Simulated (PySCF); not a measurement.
Al(F)2(OSiH3) (AlF₂H₃OSi), SMILES [Al]([F])([F])[O][SiH3].

Coordinates come from a B3LYP-D3(BJ)/def2-SVP optimisation. The structure was generated by enumeration; whether it is a known compound was not checked. One conformer was computed; it need not be the lowest.

These are PBE/def2-TZVP (PySCF) values and carry that method's errors.

Gas-phase values at a fixed geometry.

- total energy: -808.46537 hartree
- highest occupied level: -7.70 eV
- lowest empty level: -2.20 eV
- orbital gap: 5.50 eV
- dipole moment: 1.34 D
- quadrupole, principal values (traceless, Buckingham form, about the centre of nuclear charge): -5.20, -2.94, 8.14 D·Å
- mean static polarisability: 49.8 bohr³ (7.38 Å³)
- polarisability, principal values: 44.8, 47.5, 57.1 bohr³
